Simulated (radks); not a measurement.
The numbers below are computed, except where a source is named.
Q: Neutral rhodium is in [Kr] 4d8 5s1. Code: a radial shooting solver on a logarithmic mesh with Libxc functionals. Model: scalar-relativistic Kohn-Sham, PBEsol, spin-polarised, spherical densities, finite nucleus; Fermi nuclear charge, rms radius of each element as measured or else 0.836 A^(1/3) + 0.57 fm. Open shells are filled with parallel spins first. One electron is removed from 5s, 4p, 4s, 4d in turn, with full relaxation. Which removal costs least, and what does each cost?

A: 5s 7.878 eV; 4d 9.963 eV; 4p 55.413 eV; 4s 87.773 eV. The 5s electron leaves first.
